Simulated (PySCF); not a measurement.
F₆OSi₂. Atoms are numbered in the order given.

```xyz
9

F     -1.4940     2.1349    -0.0448
Si     0.0007     1.5898     0.0344
F      0.7723     2.3651     1.1911
F      0.7261     1.8746    -1.3562
O      0.0000     0.0000     0.3518
Si    -0.0007    -1.5898     0.0344
F     -0.7261    -1.8746    -1.3562
F      1.4940    -2.1349    -0.0448
F     -0.7723    -2.3651     1.1911
```

The structure is a stationary point at B3LYP-D3(BJ)/def2-SVP. One conformer was computed; it need not be the lowest.

Level of theory: HF/def2-TZVP (PySCF).

Symmetry labels are those of the subgroup C2 that the program uses (full group C2).

**Question.** List the valence orbital energies around the gap with their symmetry. (The exact figures need the calculation; the answer reports its results.)

**Answer.** 
```csv
orbital,symmetry,energy (eV)
HOMO−7,B,-18.99
HOMO−6,B,-18.93
HOMO−5,A,-18.79
HOMO−4,B,-18.76
HOMO−3,A,-18.37
HOMO−2,B,-18.37
HOMO−1,A,-16.70
HOMO,B,-16.61
LUMO,A,3.22
LUMO+1,B,4.03
LUMO+2,B,4.48
LUMO+3,A,4.51
```
